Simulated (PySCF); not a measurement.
Geometry:
```json
{"atom": "N1", "x (Å)": "0.314", "y (Å)": "-1.754", "z (Å)": "0.417"}
{"atom": "Si2", "x (Å)": "-1.423", "y (Å)": "-1.553", "z (Å)": "0.338"}
{"atom": "Si3", "x (Å)": "-1.743", "y (Å)": "0.762", "z (Å)": "0.046"}
{"atom": "Si4", "x (Å)": "0.495", "y (Å)": "1.483", "z (Å)": "-0.013"}
{"atom": "Si5", "x (Å)": "1.601", "y (Å)": "-0.575", "z (Å)": "0.285"}
{"atom": "H6", "x (Å)": "0.626", "y (Å)": "-2.714", "z (Å)": "0.548"}
{"atom": "H7", "x (Å)": "-2.086", "y (Å)": "-2.050", "z (Å)": "1.587"}
{"atom": "H8", "x (Å)": "-2.013", "y (Å)": "-2.336", "z (Å)": "-0.796"}
{"atom": "H9", "x (Å)": "-2.492", "y (Å)": "1.365", "z (Å)": "1.191"}
{"atom": "H10", "x (Å)": "-2.470", "y (Å)": "1.065", "z (Å)": "-1.226"}
{"atom": "H11", "x (Å)": "0.849", "y (Å)": "2.124", "z (Å)": "-1.317"}
{"atom": "H12", "x (Å)": "0.805", "y (Å)": "2.436", "z (Å)": "1.098"}
{"atom": "H13", "x (Å)": "2.512", "y (Å)": "-0.889", "z (Å)": "-0.864"}
{"atom": "H14", "x (Å)": "2.459", "y (Å)": "-0.561", "z (Å)": "1.515"}
```

Geometry: PBE0-D3(BJ)/def2-SVP; GIAO absolute shieldings from PySCF, gas phase, non-relativistic, averaged over equivalent atoms.

At BHandHLYP/pcSseg-1 (158 basis functions, 15 s wall time on 1 thread of an Arm Neoverse V1, shared host):
```
         atoms  σ (ppm)
            N1    264.0
       Si2/Si5    398.4
       Si3/Si4    472.4
 H7/H8/H13/H14    26.75
H9/H10/H11/H12    28.16
            H6    31.97
```

Task: What do these become at LC-wPBE/pcSseg-1?

Result: 
```tsv
atoms	σ at LC-wPBE/pcSseg-1	change
N1	270.6	+6.6
Si2/Si5	396.1	-2.3
Si3/Si4	479.6	+7.2
H7/H8/H13/H14	26.57	-0.18
H9/H10/H11/H12	27.96	-0.20
H6	31.96	-0.01
```

The largest change is at Si3/Si4 (silicon bonded to 2 Si, 2 H, in a 5-membered ring). Cost: 158 basis functions, 28 s wall time on 1 thread of an Arm Neoverse V1, shared host.
